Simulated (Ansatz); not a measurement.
`C[SiH2]O[SiH2]Cl` → `O[SiH2]C([SiH3])Cl`  (isomerisation)

Program: Ansatz. Geometries: PBE0-D4/def2-TZVP. ΔE: electronic, gas phase. CCSD(T)/CBS is the MP2 limit (def2-TZVPP, def2-QZVPP) plus CCSD(T) − MP2 in def2-TZVPP, frozen cores. Functionals use def2-TZVPP. One conformer a species, not always the lowest.

(1) Is it downhill or uphill in electronic energy at CCSD(T)/CBS, and by how much? (Best estimate.)

(2) What do these levels give: r2SCAN-D4, PBE0-D4, ωB97M-V, PBE, HF/def2-TZVPP, MP2/def2-TZVPP, SCS-MP2/def2-TZVPP, CCSD/def2-TZVPP, HF/def2-QZVPP, SCS-MP2/def2-QZVPP, MP2/CBS(def2), CCSD/CBS(def2)? (An estimate is asked.)

Largest T1 diagnostic among the species: 0.011.

Answers

(1) Ansatz gave: Uphill: ΔE = +289.4 kJ/mol.

(2) Ansatz gave: r2SCAN-D4 291.8, PBE0-D4 281.6, ωB97M-V 289.2, PBE 272.1, HF/def2-TZVPP 320.5, MP2/def2-TZVPP 294.2, SCS-MP2/def2-TZVPP 294.7, CCSD/def2-TZVPP 293.6, HF/def2-QZVPP 322.9, SCS-MP2/def2-QZVPP 296.8, MP2/CBS(def2) 295.9, CCSD/CBS(def2) 295.3 kJ/mol.

The D4 term adds −4.0 kJ/mol with B3LYP and −1.8 kJ/mol with PBE0; it sums over pairs of atoms, weighted by their polarisabilities, and B3LYP, whose exchange is more repulsive, gets the larger term. In def2-TZVPP, CCSD(T) changes the Hartree–Fock value by −32.9 kJ/mol (the triples alone add −5.9 kJ/mol) and MP2 by −26.4 kJ/mol. From PBE to PBE0 (25 % exact exchange), in def2-TZVPP and without D4, ΔE moves by +11.2 kJ/mol.

B3LYP here is the variant with VWN-RPA as its local correlation; programs differ in this.
